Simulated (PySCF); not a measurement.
WOBr4, SMILES [W]([Br])([Br])(=[O])([Br])[Br], multiplicity 1. Geometry optimised at PBE-D3(BJ)/def2-SVP. The spin state was assumed, not searched. The def2 effective core potentials stand for the cores of W; spin–orbit coupling is left out.

Computed equilibrium geometry at PBE-D3(BJ)/def2-SVP (PySCF confirms it by a frequency run) as bond lengths and angles, and its point group:
point group C3v.
Atoms: W1 O2 Br3 Br4 Br5 Br6. Bonded distances (Å): W1–O2 1.723, W1–Br3 2.570, W1–Br4 2.430, W1–Br5 2.430, W1–Br6 2.430. Bond angles (°): O2–W1–Br3 180.0, O2–W1–Br4 92.0, O2–W1–Br5 92.0, O2–W1–Br6 92.0, Br3–W1–Br4 88.0, Br3–W1–Br5 88.0, Br3–W1–Br6 88.0, Br4–W1–Br5 119.9, Br4–W1–Br6 119.9, Br5–W1–Br6 119.9.
Charge 0, spin multiplicity 1.
